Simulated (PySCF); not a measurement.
O$_{2}$Se, charge -1, doublet, geometry from GFN2-xTB (a state made from the parent by changing its charge; the spin is typed, not shown lowest) (in this run its highest filled SCF level lies above zero, so its values depend strongly on the basis, on diffuse functions most of all); REVPBE/pcseg-1 in PySCF.

The PySCF input:
```python
from pyscf import gto, scf, dft

mol = gto.M(
    atom='''
O    -1.36177222    0.59824745    0.03514722
Se    0.01589860   -0.31251358   -0.02617635
O     1.29420317    0.72993529    0.07610225
''',
    basis='pcseg-1',
    charge=-1,
    spin=1,
    verbose=5,
)

mf = dft.UKS(mol)
mf.xc = 'revpbe'
mf.kernel()
mf.analyze()
```

Output, abridged:

```
PySCF version 2.14.0

[INPUT] verbose = 5
[INPUT] max_memory = 4000
[INPUT] num. atoms = 3
[INPUT] num. electrons = 51
[INPUT] charge = -1
[INPUT] spin (= nelec alpha-beta = 2S) = 1
[INPUT] symmetry False subgroup None
[INPUT] Mole.unit = angstrom
[INPUT] Symbol           X                Y                Z      unit          X                Y                Z       unit  Magmom
[...]
[INPUT] ---------------- BASIS SET ----------------
[INPUT] l, kappa, [nprim/nctr], expnt,             c_1 c_2 ...
[INPUT] Se
[...]
                                16033.5           0.0140628    0    0    0    0
                                3648.55           0.0698778    0    0    0    0
                                1030.51           0.244139    0    0    0    0
                                335.807            0.5    0    0    0    0
                                115.993           0.396624    0    0    0    0
                                221.948              0 -0.0795948    0    0    0
                                26.7743              0  0.5    0    0    0
                                12.0806              0 0.369956    0    0    0
                                4.172                0 0.043985    0    0    0
                                3.26597              0    0  0.5    0    0
                                1.35565              0    0 0.230246    0    0
                                0.326566             0    0    0    1    0
                                0.11849              0    0    0    0    1
[...]
                                658.708           0.0239501    0    0    0
                                212.226           0.111895    0    0    0
                                79.4029           0.323826    0    0    0
                                32.1682            0.5    0    0    0
                                13.0029           0.279638    0    0    0
                                8.29337              0 0.289271    0    0
                                3.45432              0  0.5    0    0
                                1.44531              0 0.255922    0    0
                                0.469002             0    0    1    0
                                0.130992             0    0    0    1
[...]
                                44.1776           0.0819576    0
                                16.0701           0.272708    0
                                6.34017           0.490039    0
                                2.44942            0.5    0
                                0.866162          0.233781    0
                                0.287                0    1
[INPUT] O
[...]
                                344.416           0.0437333    0    0
                                78.2538           0.194796    0    0
                                21.7195            0.5    0    0
                                6.55907           0.484614    0    0
                                10.4656              0 -0.0713343    0
                                0.964351             0  0.5    0
                                0.285127             0    0    1
[...]
                                3.68999           0.242689    0
                                0.992996           0.5    0
                                0.244924             0    1
[...]
nuclear repulsion = 186.923508510252
number of shells = 9
number of NR pGTOs = 132
number of NR cGTOs = 55
basis = pcseg-1
ecp = {}

******** <class 'pyscf.dft.uks.UKS'> ********
method = UKS
initial guess = minao
damping factor = 0
level_shift factor = 0
DIIS = <class 'pyscf.scf.diis.CDIIS'>
diis_start_cycle = 1
diis_space = 8
diis_damp = 0
SCF conv_tol = 1e-09
SCF conv_tol_grad = None
SCF max_cycles = 50
direct_scf = True
direct_scf_tol = 1e-13
number electrons alpha = 26  beta = 25
XC library pyscf.dft.libxc version 7.1.2
    S. Lehtola, C. Steigemann, M. J. T. Oliveira, and M. A. L. Marques,  SoftwareX 7, 1–5 (2018)
XC functionals = revpbe
    Y. Zhang and W. Yang,  Phys. Rev. Lett. 80, 890 (1998)
    J. P. Perdew, K. Burke, and M. Ernzerhof,  Phys. Rev. Lett. 77, 3865 (1996)
    J. P. Perdew, K. Burke, and M. Ernzerhof,  Phys. Rev. Lett. 78, 1396 (1997)
radial grids:
    Treutler-Ahlrichs [JCP 102, 346 (1995); DOI:10.1063/1.469408] (M4) radial grids

becke partition: Becke, JCP 88, 2547 (1988); DOI:10.1063/1.454033
pruning grids: <function nwchem_prune>
grids dens level: 3
symmetrized grids: False
atomic radii adjust function: <function treutler_atomic_radii_adjust>
small_rho_cutoff = 0
Set gradient conv threshold to 3.16228e-05
atom O rad-grids = 75, ang-grids = [ 50  50  50  50  50  50  50  50  50  50  50  50  50  50  50  50  50  50
  50  50  50  50  50  86  86  86  86  86  86  86  86  86 266 266 266 266
 266 266 266 302 302 302 302 302 302 302 302 302 302 302 302 302 302 302
 302 302 302 302 302 266 266 266 266 266 266 266 266 266 266 266 266 266
 266 266 266]
atom Se rad-grids = 90, ang-grids = [ 50  50  50  50  50  50  50  50  50  50  50  50  50  50  50  50  50  50
  50  50  50  50  50  50  50  50  50  50  50  86  86  86  86  86  86  86
  86  86  86  86  86  86  86  86  86 350 350 350 350 350 350 350 350 350
 350 434 434 434 434 434 434 434 434 434 434 434 434 434 434 434 434 434
 434 434 434 434 434 350 350 350 350 350 350 350 350 350 350 350 350 350]
tot_boxes 1287, boxes in each direction [11  9  7]
Padding 4 grids
tot grids = 48592
nelec by numeric integration = [24.98155865 24.98155865]
E1 = -3920.887822933661  E2 = 1183.1396626055935  Ecoul = 1287.0598599842926  Exc = -103.92019737869919
init E= -2550.82465181782
cond(S) = 128.2463918624414

  alpha mo_energy =
[-4.52008883e+02 -5.73371689e+01 -5.15077717e+01 -5.15077013e+01
 -5.15076838e+01 -1.89257335e+01 -1.89256914e+01 -7.55839485e+00
 -5.56856092e+00 -5.56674527e+00 -5.56459433e+00 -2.01117043e+00
 -2.00883943e+00 -2.00597569e+00 -2.00491638e+00 -2.00446878e+00
 -1.03054672e+00 -9.80119465e-01 -6.21058189e-01 -4.78317393e-01
[...]
converged SCF energy = -2551.43666126456  <S^2> = 0.75134737  2S+1 = 2.0013469
Total Energy =                       -2551.436661264558097
[...]
0 O 3py         -0.00610  -0.00482   0.08351  -0.06553  -0.08369
0 O 3pz          0.07240   0.05711   0.00735  -0.00399  -0.00581
0 O 3dxy        -0.05602  -0.02743   0.38847  -0.39567  -0.53434
0 O 3dyz        -0.12561  -0.55773  -0.05314   0.02014   0.01402
0 O 3dz^2       -0.00513  -0.07421   0.07500  -0.36208  -0.25293
0 O 3dxz         0.68114   0.40052   0.03741  -0.02251  -0.03786
0 O 3dx2-y2     -0.01826  -0.05184   0.54787   0.33704   0.20143
1 Se 1s         -0.00000   0.00000  -0.00007   0.00030   0.00000
1 Se 2s          0.00000  -0.00000   0.00005  -0.00021  -0.00000
1 Se 3s         -0.00000   0.00000  -0.00013   0.00070   0.00000
1 Se 4s          0.00000   0.00000   0.00060   0.00372   0.00000
1 Se 5s          0.00000   0.00000  -0.03916   0.02617   0.00000
1 Se 2px         0.00000  -0.00000   0.00000   0.00002   0.00071
1 Se 2py         0.00002   0.00000  -0.00003  -0.00049   0.00004
1 Se 2pz        -0.00018  -0.00000  -0.00000  -0.00004   0.00001
1 Se 3px        -0.00000  -0.00000  -0.00001  -0.00002  -0.00053
1 Se 3py        -0.00003  -0.00000   0.00017   0.00034  -0.00003
1 Se 3pz         0.00031   0.00000   0.00001   0.00003  -0.00001
1 Se 4px         0.00015   0.00000   0.00050  -0.00035  -0.00734
1 Se 4py         0.00111   0.00000  -0.00986   0.00690  -0.00036
1 Se 4pz        -0.01321  -0.00000  -0.00083   0.00058  -0.00011
1 Se 5px        -0.00012  -0.00000   0.00245  -0.00595  -0.16339
1 Se 5py        -0.00087   0.00000  -0.04812   0.11695  -0.00810
1 Se 5pz         0.01036   0.00000  -0.00403   0.00980  -0.00252
1 Se 3dxy        0.00001  -0.00015   0.00021  -0.00001   0.00089
1 Se 3dyz       -0.00130   0.00009  -0.00016  -0.00006   0.00002
1 Se 3dz^2      -0.00019   0.00005  -0.00008   0.00045   0.00000
1 Se 3dxz        0.00007   0.00181   0.00004  -0.00001   0.00007
1 Se 3dx2-y2    -0.00011  -0.00001   0.00208  -0.00006  -0.00009
1 Se 4dxy        0.00103  -0.01527   0.02409   0.00119   0.18830
1 Se 4dyz       -0.14595   0.00864  -0.01994  -0.01530   0.00369
1 Se 4dz^2      -0.02133   0.00480  -0.00070   0.09858   0.00042
1 Se 4dxz        0.00756   0.17985   0.00472  -0.00173   0.01566
1 Se 4dx2-y2    -0.01248  -0.00128   0.23922   0.00958  -0.01896
2 O 1s          -0.00000  -0.00000   0.00006   0.00128  -0.00110
2 O 2s           0.00000  -0.00000   0.00299  -0.01085   0.00924
2 O 3s           0.00000   0.00000   0.00806   0.24957  -0.23959
2 O 2px          0.00013  -0.00015   0.00353   0.00993  -0.00805
2 O 2py          0.00099  -0.00112  -0.00994   0.00688  -0.00522
2 O 2pz         -0.01177   0.01324  -0.00080   0.00069  -0.00053
2 O 3px         -0.00081   0.00064  -0.03612  -0.12925   0.10160
2 O 3py         -0.00611   0.00481   0.08034  -0.07871   0.09421
2 O 3pz          0.07243  -0.05707   0.00637  -0.00809   0.00909
2 O 3dxy         0.05826  -0.03544  -0.27109   0.45333  -0.56264
2 O 3dyz        -0.19099   0.59339  -0.06607   0.03680  -0.03554
2 O 3dz^2       -0.04113   0.09398   0.07352  -0.36019   0.25046
2 O 3dxz        -0.66486   0.34001  -0.01745   0.04811  -0.05339
2 O 3dx2-y2     -0.00880   0.04659   0.61429   0.25154  -0.09095

To work with the spin densities directly, `use mulliken_meta_spin()` only printing them here.

 ** Mulliken spin pop alpha/beta on meta-lowdin orthogonal AOs **
 ** Mulliken Spin Density (per AO)  **
spin_pop of  0 O 1s       -0.00000
spin_pop of  0 O 2s        0.00234
spin_pop of  0 O 3s       -0.00008
spin_pop of  0 O 2px       0.00054
spin_pop of  0 O 2py       0.00222
spin_pop of  0 O 2pz       0.26505
spin_pop of  0 O 3px      -0.00022
spin_pop of  0 O 3py      -0.00032
spin_pop of  0 O 3pz       0.00244
spin_pop of  0 O 3dxy     -0.00002
spin_pop of  0 O 3dyz     -0.00004
spin_pop of  0 O 3dz^2    -0.00003
spin_pop of  0 O 3dxz     -0.00003
spin_pop of  0 O 3dx2-y2   -0.00002
spin_pop of  1 Se 1s       -0.00000
spin_pop of  1 Se 2s       -0.00000
spin_pop of  1 Se 3s       -0.00000
spin_pop of  1 Se 4s        0.00347
spin_pop of  1 Se 5s        0.00068
spin_pop of  1 Se 2px      -0.00000
spin_pop of  1 Se 2py      -0.00000
spin_pop of  1 Se 2pz       0.00000
spin_pop of  1 Se 3px      -0.00000
spin_pop of  1 Se 3py      -0.00000
spin_pop of  1 Se 3pz       0.00003
spin_pop of  1 Se 4px      -0.00079
spin_pop of  1 Se 4py      -0.00460
spin_pop of  1 Se 4pz       0.44904
spin_pop of  1 Se 5px      -0.00029
spin_pop of  1 Se 5py      -0.00014
spin_pop of  1 Se 5pz       0.00129
spin_pop of  1 Se 3dxy     -0.00000
spin_pop of  1 Se 3dyz      0.00000
spin_pop of  1 Se 3dz^2    -0.00002
spin_pop of  1 Se 3dxz     -0.00001
spin_pop of  1 Se 3dx2-y2   -0.00000
spin_pop of  1 Se 4dxy     -0.00029
spin_pop of  1 Se 4dyz      0.00940
spin_pop of  1 Se 4dz^2     0.00123
spin_pop of  1 Se 4dxz     -0.00204
spin_pop of  1 Se 4dx2-y2   -0.00063
spin_pop of  2 O 1s       -0.00000
spin_pop of  2 O 2s        0.00234
spin_pop of  2 O 3s       -0.00008
spin_pop of  2 O 2px       0.00064
spin_pop of  2 O 2py       0.00213
spin_pop of  2 O 2pz       0.26505
spin_pop of  2 O 3px      -0.00024
spin_pop of  2 O 3py      -0.00030
spin_pop of  2 O 3pz       0.00244
spin_pop of  2 O 3dxy     -0.00002
spin_pop of  2 O 3dyz     -0.00005
spin_pop of  2 O 3dz^2    -0.00003
spin_pop of  2 O 3dxz     -0.00002
spin_pop of  2 O 3dx2-y2   -0.00002
 ** Mulliken Spin Density (per atom)  **
spin density of  0 O =      0.27184
spin density of  1 Se =      0.45632
spin density of  2 O =      0.27184
 ** Mulliken pop alpha/beta on meta-lowdin orthogonal AOs **
 ** Mulliken pop       alpha | beta **
In total            26.00000 | 25.00000
 ** Mulliken atomic charges   ( Nelec_alpha | Nelec_beta ) **
charge of  0O =     -0.84558  (     4.55871      4.28687 )
charge of  1Se =      0.69116  (    16.88258     16.42626 )
charge of  2O =     -0.84558  (     4.55871      4.28687 )

WARN: System has nonzero charge -1; the dipole moment is origin-dependent.
Location of origin: [0. 0. 0.]

Dipole moment(X, Y, Z, Debye):  0.15725, -3.09092, -0.25890
```
